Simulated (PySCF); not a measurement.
Predicted spectroscopic data

Single conformer, non-relativistic, fast rotation and ring inversion assumed for equivalent nuclei, in vacuum. Geometry: GFN2-xTB; PBE0/pcSseg-1 with gauge-including orbitals; PySCF 2.14.

Chemical shifts δ = σref − σ; TMS for ¹H, ¹³C, all at this level. Splittings of carbon signals by F and P are missing where no couplings were computed. Where no couplings were computed, multiplicities follow the n + 1 count of equivalent neighbours, and m marks all less simple cases (inequivalent or close neighbours, rings, F or P nearby). Shifts are as computed. Against solution values, carbons near 30 ppm lie about +3 ppm off and those near 130 ppm about +5 ppm. Of 1211 compounds with measured shifts, 218 miss one by over three times the rms of a fit or turn the order of signals round; such compounds aren't used in these exercises. OH and NH positions are gas-phase values without hydrogen bonding to other molecules.

**1.** `C#Cc1cnc[nH]1`, C5H4N2. ¹H NMR (600 MHz, computed): δ 8.39 (br s, 1H), 7.66 (m, 1H), 7.33 (m, 1H), 3.16 (s, 1H). ¹³C{¹H} NMR (computed): δ 143.7 (CH), 136.7 (CH), 115.5 (C), 93.1 (CH), 77.9 (C).

**2.** `C(/C#N)=C\[SiH2]OC1CC1`, C6H9NOSi. ¹H NMR (600 MHz, computed): δ 7.50 (m, 1H), 5.58 (d, 1H), 5.03 (d, 2H), 3.80 (m, 1H), 0.59 (m, 2H), 0.55 (m, 2H). ¹³C{¹H} NMR (computed): δ 165.5 (CH), 122.3 (C), 121.9 (CH), 50.3 (CH), 6.9 (CH2).

**3.** SMILES C=CC1=CC=C[C@@H]1F, C7H7F. ¹H NMR (600 MHz, computed): δ 6.83 (m, 1H), 6.63 (m, 1H), 6.51 (m, 1H), 6.26 (m, 1H), 6.01 (m, 1H), 5.80 (m, 1H), 5.59 (m, 1H). ¹³C{¹H} NMR (computed): δ 156.6 (C), 143.2 (CH), 140.9 (CH), 138.1 (CH), 137.5 (CH), 124.2 (CH2), 98.9 (CH).

**4.** `C1(C)=C[C@@H]1[C@]1(C)CC[SiH2]1`, C8H14Si. ¹H NMR (600 MHz, computed): δ 7.13 (d, 1H), 4.30 (m, 1H), 4.10 (m, 1H), 2.31 (m, 1H), 2.27 (s, 3H), 1.90 (m, 1H), 1.43 (m, 1H), 1.40 (s, 3H), 1.36 (m, 1H), 1.04 (m, 1H). ¹³C{¹H} NMR (computed): δ 135.9 (C), 119.1 (CH), 46.5 (C), 36.4 (CH2), 32.7 (CH), 28.7 (CH3), 15.3 (CH3), 0.4 (CH2).
